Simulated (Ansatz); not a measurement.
Consider the ligand exchange at the Si–O bond: `[CH3][AlH][O][SiH2][SiH3]` + H₂Te → `[SiH3][SiH2][TeH]` + `[CH3][AlH][OH]`.

Isolated molecules relaxed with PBE0-D4/def2-TZVP in Ansatz; ΔE leaves out vibrations. CCSD(T)/CBS adds triple-zeta CCSD(T) − MP2 to the extrapolated MP2 energy (def2 sets, frozen cores). DFT in def2-TZVPP. B3LYP here is the variant with VWN-RPA as its local correlation; programs differ in this. Elements past krypton have def2 core potentials. For Te outer-core shells are correlated without core-valence functions, which leaves a few kJ/mol of doubt a bond. Each species was taken in one conformer, which may not be the lowest.

| level | ΔE (kJ/mol) | difference from CCSD(T)/CBS |
| --- | --- | --- |
| PBE-D4 | 24.7 | -10.7 |
| r2SCAN-D4 | 37.5 | 2.1 |
| PBE0-D4 | 29.0 | -6.4 |
| B3LYP-D4 | 44.5 | 9.1 |
| ωB97X-V | 42.5 | 7.1 |
| ωB97M-V | 41.8 | 6.4 |
| B2PLYP | 42.4 | 7.0 |
| PBE | 23.3 | -12.1 |
| r2SCAN | 36.4 | 1.0 |
| PBE0 | 27.5 | -7.9 |
| B3LYP | 43.0 | 7.6 |
| HF/def2-TZVPP | 60.1 | 24.7 |
| MP2/def2-TZVPP | 35.2 | -0.2 |
| SCS-MP2/def2-TZVPP | 43.6 | 8.2 |
| CCSD/def2-TZVPP | 46.6 | 11.2 |
| CCSD(T)/def2-TZVPP | 43.2 | 7.8 |
| HF/def2-QZVPP | 61.9 | 26.5 |
| MP2/def2-QZVPP | 31.3 | -4.1 |
| SCS-MP2/def2-QZVPP | 39.9 | 4.5 |
| HF/CBS(def2) | 62.1 | 26.7 |
| MP2/CBS(def2) | 27.3 | -8.1 |
| CCSD/CBS(def2) | 38.7 | 3.3 |
| CCSD(T)/CBS | 35.4 | 0 |

Largest T1 diagnostic among the species: 0.012.

In def2-TZVPP, CCSD(T) changes the Hartree–Fock value by −16.9 kJ/mol (the triples alone add −3.4 kJ/mol) and MP2 by −24.9 kJ/mol. From PBE to PBE0 (25 % exact exchange), in def2-TZVPP and without D4, ΔE moves by +4.1 kJ/mol.
